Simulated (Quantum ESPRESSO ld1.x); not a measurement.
Zn1.5+, configuration [Ne] 3s(up 1, down 0.5) 3p6 3d10 4s1 (fractional occupations, a model configuration). Calculated with ld1.x of Quantum ESPRESSO 7.5: scalar-relativistic Kohn-Sham, LDA (Slater exchange, Perdew-Wang correlation), spin-polarised, spherical densities, point nucleus; open shells are filled with parallel spins first.

Unscreened Slater integrals over Kohn-Sham orbitals (hartree). They are taken over the spin-up orbitals.

\begin{tabular}{lr}
integral & value \\ \hline
F0(4s,4s) & 0.40607 \\
F0(4s,3d) & 0.51283 \\
G2(4s,3d) & 0.058432 \\
F0(4s,3p) & 0.52266 \\
G1(4s,3p) & 0.031226 \\
F0(4s,3s) & 0.52441 \\
G0(4s,3s) & 0.022574 \\
F0(3d,3d) & 1.0879 \\
F2(3d,3d) & 0.49685 \\
F4(3d,3d) & 0.30787 \\
F0(3d,3p) & 1.1699 \\
F2(3d,3p) & 0.54732 \\
G1(3d,3p) & 0.67512 \\
G3(3d,3p) & 0.40893 \\
F0(3d,3s) & 1.1914 \\
G2(3d,3s) & 0.51085 \\
F0(3p,3p) & 1.2735 \\
F2(3p,3p) & 0.63435 \\
F0(3p,3s) & 1.2979 \\
G1(3p,3s) & 0.85718 \\
F0(3s,3s) & 1.3246 \\
\end{tabular}
